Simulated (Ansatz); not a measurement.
`O[SiH](F)[SeH]` + `[CH3][Na]` → `C[SiH](F)[SeH]` + `[OH][Na]` at 600 K and 1 bar (redistribution).

Gas-phase electronic energies from Ansatz, PBE0-D4/def2-TZVP geometries. CCSD(T)/CBS adds triple-zeta CCSD(T) − MP2 to the extrapolated MP2 energy (def2 sets, frozen cores). For Na, Se outer-core shells are correlated without core-valence functions, which leaves a few kJ/mol of doubt a bond. Scalar relativity is left out up to krypton. One conformer a species, not always the lowest.

```csv
species,CCSD(T)/CBS energy (Eh),H − E (kJ/mol),S (J/(mol·K))
`O[SiH](F)[SeH]`,-2866.70409,142.3,405.9
`[CH3][Na]`,-201.91112,116.9,285.8
`C[SiH](F)[SeH]`,-2830.74610,206.3,427.1
`[OH][Na]`,-237.87975,57.3,271.8
```

H − E and S are ideal-gas, rigid-rotor, harmonic terms from PBE0-D4/def2-TZVP, for one conformer and one mirror image of each species. 1 Eh = 2625.50 kJ/mol, R = 8.31446 J/(mol·K).

Q: By hand: ΔE, ΔH, ΔS and ΔG.

A: ΔE = (-2830.74610) + (-237.87975) − (-2866.70409) − (-201.91112) = -0.01064 Eh = -27.9 kJ/mol. Δ(H − E) = 206.3 + 57.3 − 142.3 − 116.9 = 4.4, so ΔH = -23.5 kJ/mol. ΔS = 427.1 + 271.8 − 405.9 − 285.8 = 7.2 J/(mol·K). ΔG = -23.5 − 600 × (7.2)/1000 = -27.8 kJ/mol.

Q: By hand: the equilibrium constant, and the temperature at which ΔG would vanish if ΔH and ΔS stayed fixed.

A: log₁₀ K = −ΔG/(RT ln 10) = 2.4. ΔH and −TΔS have one sign here, so there is no such temperature.

The number of gas molecules stays the same, so ΔS is small and ΔH decides. A doubt of 5 kJ/mol in ΔE shifts log₁₀ K by 0.4 here. Other conformers and mirror images would add mixing entropy, several J/(mol·K) or more a flexible species. These are equilibria of isolated gas molecules and say nothing of rates. Largest T1 diagnostic: 0.012 (customary marks: 0.02 for closed shells, 0.045 for open ones).

ΔS is within the doubt of such terms, so its sign, and with it that verdict, could turn.
